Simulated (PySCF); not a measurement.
Level of theory: B3LYP-D3(BJ)/def2-TZVP // PBE0-D4/def2-TZVP (PySCF). All species are isolated molecules in the gas phase. One relaxed conformer stands for a flexible species; it need not be the lowest. B3LYP has the VWN-RPA correlation part, as in Gaussian. Delta-SCF ions had no search for a lower state. 

Reference species (SMILES): `[Br][Al]([Br])[Br]` (neutral, multiplicity 1).

```
Property                                   Value
--------------------------------------  --------
HOMO–LUMO gap                            6.56 eV
vertical ionisation energy (Delta-SCF)  10.40 eV
```

Changed species: `[Al]([OH])([Br])[OH]` (H–O–Al–Br torsion 0°, Br–Al–O–H torsion -180°) (2 of 3 Br replaced by OH; the reference has 0 of 3 Br replaced by OH).

**Question.** What does the change do to the HOMO–LUMO gap and vertical ionisation energy (Delta-SCF)?

**Answer.** the HOMO–LUMO gap rises by 0.69 eV, to 7.25 eV; the vertical ionisation energy (Delta-SCF) increases by 0.56 eV, to 10.96 eV.
